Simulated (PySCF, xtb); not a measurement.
OZr, SMILES [O]=[Zr], multiplicity 1.

GFN2-xTB (xtb 6.7.1) at its own geometry gives an orbital gap of 1.66 eV and a dipole moment of 7.61 D.

The structure is a stationary point at PBE0-D3(BJ)/def2-TZVPD. The spin state was assumed, not searched. The def2 effective core potentials stand for the cores of Zr; spin–orbit coupling is left out.

Question: What does CAM-B3LYP/def2-TZVPD (PySCF) give? (The exact figures need the calculation; the answer reports its results.)

Answer: gap 4.52 eV (levels -6.32 and -1.80 eV), dipole 2.78 D.
